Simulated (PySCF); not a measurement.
FHSi, SMILES F[SiH] (connectivity only; charge and spin as stated), charge +1, multiplicity 2. Atoms are numbered in the order given.

```xyz
3

Si     0.1263     0.5415     0.0000
H     -1.1705     1.3240     0.0000
F     -0.0665    -0.9895     0.0000
```
Charge +1, spin multiplicity 2.

Geometry optimised at r2SCAN-D4/def2-TZVPD. The spin state was assumed, not searched. The isomer is the one that the SMILES or the coordinates give; other isomers of the formula were not compared.

Level of theory: PBE0/def2-TZVPD (PySCF).

Mulliken values depend strongly on the basis, most of all with diffuse functions as here. ESP charges are fitted to the potential on shells at 1.4 to 2.0 van der Waals radii. Atomic charges (e):

```json
[
 {"atom": "Si1", "meta-Löwdin": "[?]", "Mulliken": "0.82", "ESP fit": "1.03", "Mulliken spin": "0.72"},
 {"atom": "H2", "meta-Löwdin": "[?]", "Mulliken": "0.22", "ESP fit": "0.09", "Mulliken spin": "0.24"},
 {"atom": "F3", "meta-Löwdin": "[?]", "Mulliken": "-0.04", "ESP fit": "-0.12", "Mulliken spin": "0.04"}
]
```

### Question
Complete the blanks. (The exact figures need the calculation; the answer reports its results.)

### Answer

- Si1, meta-Löwdin: 1.31
- H2, meta-Löwdin: 0.06
- F3, meta-Löwdin: -0.37
